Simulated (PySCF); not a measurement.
C2H4BN3, SMILES B1(N)N=CC=N1.

The structure is a stationary point at B3LYP-D3(BJ)/def2-SVP. This is a generated structure with no PubChem entry under its InChIKey; it may be hypothetical. One conformer was computed; it need not be the lowest.

Two levels are set side by side: TDA-PBE/def2-SVPD (PySCF) and TDA-B3LYP/def2-SVPD (PySCF). Vertical, same geometry. The lowest singlet is HOMO→LUMO 100 % with PBE and HOMO→LUMO 99 % with the other functional; states are paired by order. Differences are taken from unrounded values.

| quantity | TDA-B3LYP |
|---|---|
| lowest singlet excitation (eV) | 3.15 |
| lowest triplet excitation (TDA) (eV) | 2.72 |
| first bright state (f over 0.05) (eV) | 5.72 |
| its oscillator strength | 0.29 |

Problem. What does TDA-PBE give, and how far is it from TDA-B3LYP? (The exact figures need the calculation; the answer reports its results.)

Solution. 
```csv
quantity,TDA-PBE,TDA-PBE minus TDA-B3LYP
lowest singlet excitation (eV),2.65,-0.50
lowest triplet excitation (TDA) (eV),2.28,-0.44
first bright state (f over 0.05) (eV),5.28,-0.44
its oscillator strength,0.25,-0.04
```

Functionals without exact exchange tend to place singlet excitations lower, as here. Differences between two approximate levels are no errors against the true value.

Rough cost on one machine, each run with all the roots and properties that it gave: TDA-B3LYP against TDA-PBE within a factor of 2.
